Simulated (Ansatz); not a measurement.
Gas-phase electronic energies from Ansatz, PBE0-D4/def2-TZVP geometries. CCSD(T)/CBS is the MP2 limit (def2-TZVPP, def2-QZVPP) plus CCSD(T) − MP2 in def2-TZVPP, frozen cores. This one scheme is used for every species. DFT in def2-TZVPP. One conformer a species, not always the lowest.

Consider the formal exchange of groups at a C–Si bond: `C=NC[SiH2]C` + CH₄ → `C=NCC` + `C[SiH3]`.

```json
{"level": "BLYP-D4", "ΔE (kcal/mol)": "9.8", "difference from CCSD(T)/CBS": "1.3"}
{"level": "ωB97M-V", "ΔE (kcal/mol)": "9.0", "difference from CCSD(T)/CBS": "0.5"}
{"level": "B2PLYP", "ΔE (kcal/mol)": "8.2", "difference from CCSD(T)/CBS": "-0.3"}
{"level": "BHLYP", "ΔE (kcal/mol)": "7.2", "difference from CCSD(T)/CBS": "-1.3"}
{"level": "LC-ωPBE", "ΔE (kcal/mol)": "8.0", "difference from CCSD(T)/CBS": "-0.5"}
{"level": "CCSD/def2-SVP", "ΔE (kcal/mol)": "5.3", "difference from CCSD(T)/CBS": "-3.2"}
{"level": "CCSD(T)/def2-SVP", "ΔE (kcal/mol)": "5.6", "difference from CCSD(T)/CBS": "-2.9"}
{"level": "HF/def2-TZVPP", "ΔE (kcal/mol)": "5.4", "difference from CCSD(T)/CBS": "-3.1"}
{"level": "SCS-MP2/def2-TZVPP", "ΔE (kcal/mol)": "7.8", "difference from CCSD(T)/CBS": "-0.7"}
{"level": "CCSD/def2-TZVPP", "ΔE (kcal/mol)": "7.6", "difference from CCSD(T)/CBS": "-0.9"}
{"level": "CCSD(T)/CBS", "ΔE (kcal/mol)": "8.5", "difference from CCSD(T)/CBS": "0"}
```

Largest T1 diagnostic among the species: 0.011.

In def2-TZVPP, CCSD(T) changes the Hartree–Fock value by +2.7 kcal/mol (the triples alone add +0.5 kcal/mol) and MP2 by +3.5 kcal/mol. The D4 term adds +1.5 kcal/mol with B3LYP and +0.9 kcal/mol with PBE0; it sums over pairs of atoms, weighted by their polarisabilities, and B3LYP, whose exchange is more repulsive, gets the larger term. Leaving LDA and LC-ωPBE aside and taking each functional with its dispersion term where it has one, the values, not all of them listed here, spread over 1.7 kcal/mol, from ωB97X-V to BLYP-D4.

B3LYP here is the variant with VWN-RPA as its local correlation; programs differ in this.
